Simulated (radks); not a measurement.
Q: Species: Co4+. Configuration: [Ne] 3s2 3p5.5 3d5 4s0.5 (fractional occupations, a model configuration). Method: scalar-relativistic Kohn-Sham, PBE, spin-polarised, spherical densities, point nucleus; open shells are filled with parallel spins first; computed with a radial shooting solver on a logarithmic mesh with Libxc functionals. Some entries of the table are withheld. Estimate them.

orbital  occ.  eigenvalue (hartree)  <r> (bohr)  r(max) (bohr)
1s up       1             -281.5908     0.05619        0.03678
1s down     1             -281.5798     0.05619        0.03678
2s up       1             -35.63355      0.2557         0.2132
2s down     1             -35.50418      0.2551         0.2129
2p up       3             -30.88073      0.2252         0.1721
2p down     3             -30.77721      0.2245         0.1719
3s up       1              -6.26561      0.7544         0.6622
3s down     1              -5.97416      0.7593         0.6640
3p up       3              -4.88956      0.7825            (1)
3p down   2.5              -4.60354      0.7903            (2)
3d up       5                   (3)      0.8490         0.6301
3d down     0                   (4)      0.8748         0.6390
4s up     0.5              -1.76343         (5)          1.790
4s down     0              -1.63508         (6)          1.816
4p up       0              -1.42895       2.195          1.985
4d up       0              -0.95283       2.764          2.522

A: 
(1) 3p up r(max) (bohr): 0.6681
(2) 3p down r(max) (bohr): 0.6709
(3) 3d up eigenvalue (hartree): -2.69293
(4) 3d down eigenvalue (hartree): -2.41609
(5) 4s up <r> (bohr): 1.970
(6) 4s down <r> (bohr): 1.998
